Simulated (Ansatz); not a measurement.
Reaction (substitution at a C–C bond): `C=CC=C` + `B[NH][GeH3]` → `B[N]([GeH3])C=C` + ethylene

Program: Ansatz. Geometries: PBE0-D4/def2-TZVP. ΔE: electronic, gas phase. CBS: MP2 limit from def2 TZ/QZ plus the TZ coupled-cluster correction, frozen cores. This one scheme is used for every species. DFT in def2-TZVPP. For Ge outer-core shells are correlated without core-valence functions, which leaves a few kJ/mol of doubt a bond. Scalar relativity is left out up to krypton. One conformer a species, not always the lowest.

`C=CC=C`:

```xyz
10

C    -0.881    1.237    1.036
C    -0.462    0.068    0.553
C     0.463   -0.068   -0.553
C     0.881   -1.237   -1.036
H    -0.540    2.176    0.611
H    -1.575    1.294    1.866
H    -0.822   -0.856    1.000
H     0.822    0.856   -1.000
H     0.540   -2.176   -0.611
H     1.575   -1.294   -1.866
```

`B[NH][GeH3]`:

Z-matrix (Å, degrees):
```
Ge
N 1 1.854
H 1 1.538 2 109.1
H 1 1.530 2 106.5 3 -120.4
H 1 1.538 2 109.1 3 119.1
B 2 1.392 1 126.2 3 120.5
H 2 1.010 1 115.9 3 -59.5
H 6 1.199 2 119.6 1 180.0
H 6 1.199 2 119.2 1 -0.0
```

`B[N]([GeH3])C=C`:

```xyz
13

B     0.989    1.276    1.103
N     0.284    0.352    0.318
Ge   -0.851    0.936   -1.055
C     0.413   -1.022    0.541
C    -0.197   -1.996   -0.128
H     1.706    0.868    1.972
H     0.862    2.446    0.891
H    -0.354    0.349   -2.384
H    -0.772    2.462   -1.043
H    -2.273    0.435   -0.760
H     1.091   -1.262    1.355
H    -0.883   -1.815   -0.948
H    -0.015   -3.027    0.140
```

`C=C`:

Z-matrix (Å, degrees):
```
C
C 1 1.323
H 1 1.085 2 121.7
H 1 1.085 2 121.7 3 -180.0
H 2 1.085 1 121.7 3 -0.0
H 2 1.085 1 121.7 3 -180.0
```

```csv
level,ΔE (kJ/mol),difference from CCSD(T)/CBS
ωB97M-V,31.9,0.5
PBE,38.9,7.5
PBE0,38.7,7.3
MP2/def2-TZVPP,32.2,0.8
SCS-MP2/def2-TZVPP,33.6,2.2
CCSD/def2-TZVPP,33.1,1.7
MP2/def2-QZVPP,32.0,0.6
SCS-MP2/def2-QZVPP,33.7,2.3
MP2/CBS(def2),31.8,0.4
CCSD/CBS(def2),32.7,1.3
CCSD(T)/CBS,31.4,0
```

Largest T1 diagnostic among the species: 0.013.

In def2-TZVPP, CCSD(T) changes the Hartree–Fock value by −11.1 kJ/mol (the triples alone add −1.4 kJ/mol) and MP2 by −10.6 kJ/mol. The D4 term adds −7.4 kJ/mol with B3LYP and −4.1 kJ/mol with PBE0; it sums over pairs of atoms, weighted by their polarisabilities, and B3LYP, whose exchange is more repulsive, gets the larger term.

B3LYP here is the variant with VWN-RPA as its local correlation; programs differ in this.
